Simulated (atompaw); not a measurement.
**u(r) = r·R(r): atom against pseudo-atom (Ir (Z = 77))**

Columns: radius, all-electron u(r) and pseudo u(r) of the 5s shell (level -129.56 eV) of iridium in the configuration [Kr] 4d10 4f14 5s2 5p6 5d6 6s0 6p0; PBE, scalar-relativistic, PAW (atompaw) scheme, atompaw 4.2.0.5.

```json
{"r (bohr)": "0.085", "all-electron": "0.0336", "pseudo": "0.2372"}
{"r (bohr)": "0.171", "all-electron": "0.3579", "pseudo": "0.4682"}
{"r (bohr)": "0.256", "all-electron": "-0.3627", "pseudo": "0.6792"}
{"r (bohr)": "0.342", "all-electron": "-0.6689", "pseudo": "0.8676"}
{"r (bohr)": "0.427", "all-electron": "-0.4105", "pseudo": "1.0231"}
{"r (bohr)": "0.512", "all-electron": "0.0803", "pseudo": "1.1434"}
{"r (bohr)": "0.598", "all-electron": "0.5605", "pseudo": "1.2270"}
{"r (bohr)": "0.683", "all-electron": "0.9110", "pseudo": "1.2713"}
{"r (bohr)": "0.768", "all-electron": "1.1192", "pseudo": "1.2790"}
{"r (bohr)": "0.854", "all-electron": "1.2062", "pseudo": "1.2524"}
{"r (bohr)": "0.939", "all-electron": "1.2019", "pseudo": "1.1969"}
{"r (bohr)": "1.025", "all-electron": "1.1373", "pseudo": "1.1168"}
{"r (bohr)": "1.110", "all-electron": "1.0390", "pseudo": "1.0205"}
{"r (bohr)": "1.195", "all-electron": "0.9247", "pseudo": "0.9137"}
{"r (bohr)": "1.281", "all-electron": "0.8055", "pseudo": "0.8013"}
{"r (bohr)": "1.366", "all-electron": "0.6919", "pseudo": "0.6917"}
{"r (bohr)": "1.452", "all-electron": "0.5860", "pseudo": "0.5870"}
{"r (bohr)": "1.537", "all-electron": "0.4923", "pseudo": "0.4931"}
{"r (bohr)": "1.622", "all-electron": "0.4103", "pseudo": "0.4105"}
{"r (bohr)": "1.708", "all-electron": "0.3388", "pseudo": "0.3388"}
{"r (bohr)": "1.793", "all-electron": "0.2789", "pseudo": "0.2789"}
{"r (bohr)": "1.878", "all-electron": "0.2284", "pseudo": "0.2284"}
{"r (bohr)": "1.964", "all-electron": "0.1858", "pseudo": "0.1858"}
{"r (bohr)": "2.049", "all-electron": "0.1510", "pseudo": "0.1510"}
{"r (bohr)": "2.135", "all-electron": "0.1220", "pseudo": "0.1220"}
{"r (bohr)": "2.220", "all-electron": "0.0985", "pseudo": "0.0985"}
```

Problem. How many radial nodes do the two functions have?

Solution. The all-electron 5s function has n − l − 1 = 4 (the table is too coarse to show those close to the nucleus); the pseudo-wave has 0, since the states of the same l below it are removed with the core.

Problem. At about which radius was the pseudo-wave matched?

Solution. 1.72 bohr. The columns agree to 0.0005 from 1.62 bohr on; several derivatives are matched, so the curves merge somewhat inside the radius.

Problem. Is the pseudo-wave norm-conserving?

Solution. No, it belongs to a PAW set: the norm inside the radius is not constrained, and the difference is carried by the augmentation charge.
